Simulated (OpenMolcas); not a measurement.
## Exact exchange and the vertical ionisation energy of Si2H4F2

Si2H4F2 has 8 atoms, charge 0, and is taken as a singlet. As SMILES, `F[SiH](F)[SiH3]`. The coordinates come from a PBE0-D4/def2-TZVP relaxation.

The vertical ionisation energy (to the doublet cation) y, in eV, basis cc-pVDZ; a is the functional's share of exact exchange. Programs: OpenMolcas 26.06.

| functional | program | a | y (eV) |
| --- | --- | --- | --- |
| BLYP | OpenMolcas | 0 | 10.23 |
| revPBE | OpenMolcas | 0 | 10.32 |
| B3LYP | OpenMolcas | 0.2 | ? |
| PBE0 | OpenMolcas | 0.25 | 10.74 |
| BHLYP | OpenMolcas | 0.5 | 10.97 |

Problem. Fit y = c + s·a to the known rows and predict B3LYP.

Solution. 
1. Means of the 4 rows: a = 0.1875, y = 10.565.
2. Σ(Δa)² = 0.17188, Σ(Δa·Δy) = 0.24625, so the slope is 0.24625/0.17188 = 1.4327.
3. Intercept: 10.565 − (1.4327) × 0.1875 = 10.296. The largest residual of the fit is 0.086.
4. B3LYP: 10.296 + (1.4327) × 0.2 = 10.58 eV.

The run gave 10.72 eV, so the prediction is off by -0.14 eV, more than the largest residual. The rows mix families of semi-local functionals, which the line can't see.
